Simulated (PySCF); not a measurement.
CH4BFSe, SMILES CB(F)[SeH]. Geometry: PBE0-D3(BJ)/def2-SVP. This is a generated structure with no PubChem entry under its InChIKey; it may be hypothetical. The values are those of a single conformer.

Question: Give the equilibrium geometry at PBE0-D3(BJ)/def2-SVP (PySCF confirms it by a frequency run) as Cartesian coordinates in Å, and its point group. (The exact figures need the calculation; the answer reports its results.)

Answer: Several could match; the one computed here: point group Cs.
```xyz
8

B     -0.1254     0.9273     0.0000
F     -1.3771     1.3812     0.0000
C      1.0550     1.9503     0.0000
H      0.9615     2.6069    -0.8818
H      2.0567     1.5028     0.0000
H      0.9615     2.6069     0.8818
Se     0.0355    -1.0139     0.0000
H      1.5040    -1.0134     0.0000
```
Charge 0, spin multiplicity 1.
